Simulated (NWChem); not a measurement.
System: C₃H₇O₂, doublet; SMILES C[C](O)CO

Output (shortened):

```
             Northwest Computational Chemistry Package (NWChem) 7.3.0
             --------------------------------------------------------

 C1  symmetry detected

                             Geometry "geometry" -> ""
                             -------------------------

 Output coordinates in angstroms (scale by  1.889725989 to convert to a.u.)

  No.       Tag          Charge          X              Y              Z
 ---- ---------------- ---------- -------------- -------------- --------------
    1 C                    6.0000    -1.29239731    -1.09527661     0.09988506
    2 C                    6.0000     0.03179390    -0.51621106    -0.23979058
    3 O                    8.0000     1.12635296    -1.21072003     0.23414903
    4 C                    6.0000     0.18159130     0.90568279    -0.63305504
    5 O                    8.0000    -0.07783302     1.82700164     0.43352501
    6 H                    1.0000    -1.83251550    -0.46447747     0.81202287
    7 H                    1.0000    -1.91653187    -1.18053708    -0.79181133
    8 H                    1.0000    -1.15295559    -2.08156571     0.53261012
    9 H                    1.0000     1.93827433    -0.77137997    -0.04447238
   10 H                    1.0000    -0.55000865     1.17324543    -1.39972580
   11 H                    1.0000     1.19417466     1.09071888    -1.02868432
   12 H                    1.0000     0.40547571     1.53857221     1.21643183

 Effective nuclear repulsion energy (a.u.)     183.9119997313

                                Z-matrix (autoz)
                                --------

 Units are Angstrom for bonds and degrees for angles

      Type          Name      I     J     K     L     M      Value
      ----------- --------  ----- ----- ----- ----- ----- ----------
    1 Stretch                  1     2                       1.48465
    2 Stretch                  1     6                       1.09397
    3 Stretch                  1     7                       1.09176
    4 Stretch                  1     8                       1.08603
    5 Stretch                  2     3                       1.38022
    6 Stretch                  2     4                       1.48286
    7 Stretch                  3     9                       0.96430
    8 Stretch                  4     5                       1.43308
    9 Stretch                  4    10                       1.09298
   10 Stretch                  4    11                       1.10276
   11 Stretch                  5    12                       0.96422
   12 Bend                     1     2     3               115.62623
   13 Bend                     1     2     4               121.65329
   14 Bend                     2     1     6               111.37053
   15 Bend                     2     1     7               110.70070
   16 Bend                     2     1     8               109.32081
   17 Bend                     2     3     9               109.83107
   18 Bend                     2     4     5               113.62773
   19 Bend                     2     4    10               110.67984
   20 Bend                     2     4    11               110.41385
   21 Bend                     3     2     4               119.56772
   22 Bend                     4     5    12               108.73896
   23 Bend                     5     4    10               104.09351
   24 Bend                     5     4    11               108.98737
   25 Bend                     6     1     7               107.12502
   26 Bend                     6     1     8               109.12767
   27 Bend                     7     1     8               109.14204
   28 Bend                    10     4    11               108.77753
   29 Torsion                  1     2     3     9         179.14351
   30 Torsion                  1     2     4     5          68.06587
   31 Torsion                  1     2     4    10         -48.62774
   32 Torsion                  1     2     4    11        -169.13193
   33 Torsion                  2     4     5    12          48.02210
   34 Torsion                  3     2     1     6         110.97442
   35 Torsion                  3     2     1     7        -129.95495
   36 Torsion                  3     2     1     8          -9.69332
   37 Torsion                  3     2     4     5         -90.98652
   38 Torsion                  3     2     4    10         152.31987
   39 Torsion                  3     2     4    11          31.81568
   40 Torsion                  4     2     1     6         -48.85108
   41 Torsion                  4     2     1     7          70.21955
   42 Torsion                  4     2     1     8        -169.51882
   43 Torsion                  4     2     3     9         -20.58304
   44 Torsion                 10     4     5    12         168.50311
   45 Torsion                 11     4     5    12         -75.56090

                           NWChem Geometry Optimization
                           ----------------------------

 maximum gradient threshold         (gmax) =   0.000450
 rms gradient threshold             (grms) =   0.000300
 maximum cartesian step threshold   (xmax) =   0.001800
 rms cartesian step threshold       (xrms) =   0.001200
 fixed trust radius                (trust) =   0.300000
 source of zmatrix                         =   autoz

          -------------------
          Energy Minimization
          -------------------

[...]

      ----------------------
      Optimization converged
      ----------------------

  Step       Energy      Delta E   Gmax     Grms     Xrms     Xmax
  ---- ---------------- -------- -------- -------- -------- --------
@   22    -268.41247538 -5.4D-07  0.00006  0.00002  0.00056  0.00177
                                     ok       ok       ok       ok

                                Z-matrix (autoz)
                                --------

 Units are Angstrom for bonds and degrees for angles

[...]
```

Level: PBE0/def2-SVP, spin-unrestricted. No frequency run checked for a minimum.

Q: Which NWChem input produces such a log?

A: One answer among several that fit: the input that was run:
```
start job
memory heap 200 mb stack 900 mb global 1100 mb
geometry units angstroms
  C      1.397925    -0.848409     0.538252
  C      0.526930     0.072588    -0.234607
  O      0.858033     1.410442    -0.160186
  C     -0.838040    -0.320830    -0.659998
  O     -1.759267    -0.466049     0.428108
  H      0.864506    -1.280846     1.389861
  H      1.732429    -1.678684    -0.086797
  H      2.264779    -0.303723     0.900664
  H      0.250066     1.928457    -0.700466
  H     -0.826144    -1.306566    -1.132010
  H     -1.243287     0.411629    -1.377887
  H     -1.687317     0.306818     1.000141
end
basis spherical
  * library def2-svp
end
dft
  odft
  mult 2
  xc pbe0
  iterations 150
end
driver
  maxiter 120
end
task dft optimize
```
